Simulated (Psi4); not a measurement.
Pair of molecules, SMILES [SiH4] with SMILES C[SiH3] (the first has 5 atoms); geometry from B3LYP-D3(BJ)/def2-TZVP, rigid monomers moved along the line of their centres of mass till Si1···H8 is 4.27 Å.
(charge 0, multiplicity 1):
```xyz
13

Si     0.0159    -0.3016     0.1916
H     -1.1782    -0.1975     1.0594
H     -0.3660    -0.0324    -1.2129
H      0.5767    -1.6682     0.2968
H      1.0314     0.6802     0.6308
C      0.8272    -0.6035     5.2706
Si    -0.3896     0.8033     5.5192
H      0.6450    -1.1265     4.3307
H      0.7415    -1.3323     6.0787
H      1.8535    -0.2326     5.2576
H     -0.2206     1.8392     4.4727
H     -0.1744     1.4397     6.8421
H     -1.7848     0.3039     5.4624
```

The numbers are results of Psi4 with SAPT0/jun-cc-pV(D+d)Z, not measurements.

### Question
Which attractive term is largest, and how does the interaction split up?

### Answer
electrostatics 0.03, exchange 0.04, induction -0.01, dispersion -0.27, total -0.21 kcal/mol; the largest attraction is dispersion.
